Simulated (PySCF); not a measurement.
Species: C₆H₁₁FO.
Cartesian coordinates in Å at the PBE0-D3(BJ)/def2-SVP level; atoms count from 1:
```
atom  x, y, z in Å
C1     1.7195    0.6292    1.0511
C2     1.8467    0.9099   -0.4094
C3     1.2670    0.2473   -1.4104
F4     1.5453    0.6072   -2.6771
C5     0.3169   -0.9222   -1.4017
O6    -0.4613   -1.0573   -0.2561
C7    -1.4867   -0.1007   -0.1378
C8    -2.2631   -0.3749    1.1259
H9     1.2633    1.4829    1.5807
H10    2.7148    0.4799    1.5006
H11    1.1115   -0.2622    1.2459
H12    2.4950    1.7381   -0.7170
H13    0.8884   -1.8596   -1.5136
H14   -0.3112   -0.8242   -2.3108
H15   -2.1502   -0.1566   -1.0249
H16   -1.0626    0.9221   -0.1209
H17   -3.0921    0.3402    1.2316
H18   -1.6141   -0.2841    2.0096
H19   -2.6791   -1.3930    1.1109
```

Linear response at B3LYP/def2-SVPD (PySCF, frozen core in the response, non-relativistic). The structure is a single PBE0-D3(BJ)/def2-SVP conformer in the gas phase; no vibrational or solvent corrections.

Static isotropic polarisability: 80.59 au (11.94 Å³), principal values 66.9, 84.6, 90.3 au.

(1) What is the polarisability at 1064 nm and at the sodium D line?

(2) What is the isotropic C6 coefficient between two such molecules, C6 = (3/π)∫α(iω)² dω?

(3) Which effective excitation energy ω̄ makes London's formula C6 = (3/4)α²ω̄ exact here?

(4) How anisotropic is the static polarisability, by Δα² = ½[(α1 − α2)² + (α2 − α3)² + (α3 − α1)²]?

(5) How many electrons N does the Slater–Kirkwood formula C6 = (3/4)·√N·α^(3/2) need to give this C6?

(6) What n − 1 at the D line would an ideal gas of it have at 273.15 K and 1 atm (2.6868 × 10¹⁹ cm⁻³), by n − 1 = 2π·N·α′?

(7) What three-body coefficient follows from the one-pole estimate C9 = (3/4)·α·C6?

(8) The lowest 6 singlets have (eV, f): 6.29, 0.007; 6.57, 0.002; 6.80, 0.058; 6.87, 0.193; 6.98, 0.027; 7.02, 0.001. What share of the static polarisability do they carry in the sum over states α = Σ f/ω²?

Answers

(1) 81.23 au at 1064 nm (+0.8 %), 82.73 au at 589.3 nm (+2.7 %). The rise at 589.3 nm is 3.37 times that at 1064 nm; a pure ω² law gives 3.26. The lowest singlet lies at 197 nm, shorter than both wavelengths.

(2) 2851 au (Eh·bohr⁶) by a ten-point quadrature over imaginary frequencies, which is 1700 eV·Å⁶ or 164 J·nm⁶/mol.

(3) ω̄ = 4·C6/(3α²) = 0.585 Eh = 15.9 eV. A one-pole form α(ω) = α/(1 − ω²/ω̄²) fitted to the 1064 nm value gives 13.2 eV.

(4) Δα = 21.2 au, or 0.26 of the isotropic value.

(5) N = (4·C6/3)²/α³ = 27.6; the species has 64 electrons in all.

(6) 20.70 × 10⁻⁴, a formal value whether or not that pressure can be reached.

(7) 172000 au. This is an estimate from the two numbers above, not a computed integral.

(8) 4.54 au, 5.6 % of α; the largest term, 3.03 au, is that of the state at 6.87 eV. Their oscillator strengths add up to 0.29. Higher states carry the rest.
